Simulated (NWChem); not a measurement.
Species: GeH3O3 cation

```xyz
7

O     -1.6678     0.2033     0.0000
Ge     0.0107     0.0027     0.0000
O      0.6280    -1.5833     0.0000
O      0.8489     1.4762     0.0000
H     -2.2209    -0.5964     0.0000
H      1.5853    -1.7481     0.0000
H      1.8195     1.4895     0.0000
```
Atoms are numbered in this order, from 1.

Computed with NWChem. The geometry was optimised at PBE0/def2-SVP.

Q: Estimate the computed values for TPSS/def2-SVPD. Quantities: highest occupied level (eV); orbital gap (eV).

A: The highest occupied level (eV) is -14.55 and the orbital gap (eV) is 5.62.
